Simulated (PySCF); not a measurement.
**Radial density of Li (lithium, neutral)**

UHF, [He] 2p1, 2P determinant (an excited configuration). Computed with PySCF 2.14 in dyall-av2z (11s7p, 32 functions), with no relativity, point nucleus.

| r (bohr) | 4πr²ρ (e/bohr) | 4πr²(ρα − ρβ) |
| --- | --- | --- |
| 0.00782 | 0.009993 | 0.0000 |
| 0.0132 | 0.02747 | 0.0000 |
| 0.0221 | 0.07348 | -0.0001 |
| 0.0372 | 0.1903 | -0.0003 |
| 0.0626 | 0.4627 | -0.0006 |
| 0.105 | 1.019 | -0.0013 |
| 0.177 | 1.901 | -0.0023 |
| 0.298 | 2.715 | -0.0025 |
| 0.501 | 2.534 | 0.0015 |
| 0.843 | 1.211 | 0.0153 |
| 1.42 | 0.2415 | 0.0543 |
| 2.38 | 0.1447 | 0.1399 |
| 4.01 | 0.1983 | 0.1983 |
| 6.75 | 0.09362 | 0.0936 |
| 11.3 | 0.006801 | 0.0068 |
| 19.1 | 1.406e-05 | 0.0000 |

**Question.** Where is the radial spin density 4πr²(ρα − ρβ) most negative, and why is it negative at all?

**Answer.** Around r = 0.298 bohr, down to -0.0025 e/bohr: exchange with the open shell polarises the paired shells in an unrestricted calculation.
